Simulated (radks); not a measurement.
Values are calculated unless marked as measured or tabulated.
Trend from Lu+ to Hg+: ionisation energy by Delta-SCF between NIST ground configurations, and size. Code: a radial shooting solver on a logarithmic mesh with Libxc functionals. Model: scalar-relativistic Kohn-Sham, PBE, spin-polarised, spherical densities, finite nucleus; open shells are filled with parallel spins first (spin-orbit coupling, left out, can overturn this in heavy ions); Fermi nuclear charge, rms radius of each element as measured or else 0.836 A^(1/3) + 0.57 fm.

species       configuration  configuration of the ion  IE (eV)  NIST (eV)       kind  -e(HOMO) (eV)  outermost  <r> outermost (bohr)
Lu+           [Xe] 4f14 6s2             [Xe] 4f14 6s1   14.045      14.13  semi-emp.    11.049 (6s)         6s                  3.27
Hf+       [Xe] 4f14 5d1 6s2             [Xe] 4f14 5d2   15.071      14.61     theory    10.976 (5d)         6s                  3.14
Ta+       [Xe] 4f14 5d3 6s1             [Xe] 4f14 5d3   15.687       16.2  semi-emp.    11.341 (5d)         6s                  3.01
W+        [Xe] 4f14 5d4 6s1             [Xe] 4f14 5d4   16.485       16.4  semi-emp.    12.750 (5d)         6s                  2.90
Re+       [Xe] 4f14 5d5 6s1             [Xe] 4f14 5d5   17.202       16.6  semi-emp.    13.571 (6s)         6s                  2.80
Os+       [Xe] 4f14 5d6 6s1             [Xe] 4f14 5d6   17.711         17  semi-emp.    12.218 (5d)         6s                  2.73
Ir+       [Xe] 4f14 5d7 6s1             [Xe] 4f14 5d7   18.137       17.0  semi-emp.    13.914 (5d)         6s                  2.67
Pt+           [Xe] 4f14 5d9             [Xe] 4f14 5d8   19.442       18.6       exp.    13.981 (5d)         5d                  1.65
Au+          [Xe] 4f14 5d10             [Xe] 4f14 5d9   21.041      20.20       exp.    15.329 (5d)         5d                  1.58
Hg+      [Xe] 4f14 5d10 6s1            [Xe] 4f14 5d10   19.172     18.757       exp.    15.086 (6s)         6s                  2.51

Reference values: NIST Atomic Spectra Database (exp. = measured, semi-emp. = semi-empirical, theory = theoretical value adopted there). Open shells are spherical and high-spin; term and fine-structure splittings are not resolved. Spin-orbit splitting is averaged out at the scalar-relativistic level.
